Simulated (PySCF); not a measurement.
Working out the excitation energy of C²⁺

C²⁺ [He] 2s2 (1S) → C²⁺ [He] 2s1 2p1 (3P). Computed with PySCF 2.14 in x2c-QZVPPall, with the spin-free X2C one-electron Hamiltonian (Gaussian nucleus). Frozen: nothing. Energies in hartree (1 hartree = 27.21139 eV):

```tsv
part	C²⁺ (lower)	C²⁺ (upper)
UHF	-36.423673	-36.252564
MP2 opposite-spin	-0.062967	-0.018140
MP2 same-spin	-0.000810	-0.004781
```

Problem. What does Hartree-Fock give?

Solution. (-36.252564) − (-36.423673) = 0.171109 hartree = 4.656 eV.

Problem. What do MP2 and SCS-MP2 (6/5 opposite-spin, 1/3 same-spin) give?

Solution. The opposite-spin parts differ by 1.220 eV and the same-spin parts by -0.108 eV. MP2: 4.656 + (1.220) + (-0.108) = 5.768 eV. SCS-MP2: 4.656 + 1.2 × (1.220) + (-0.108)/3 = 6.084 eV.
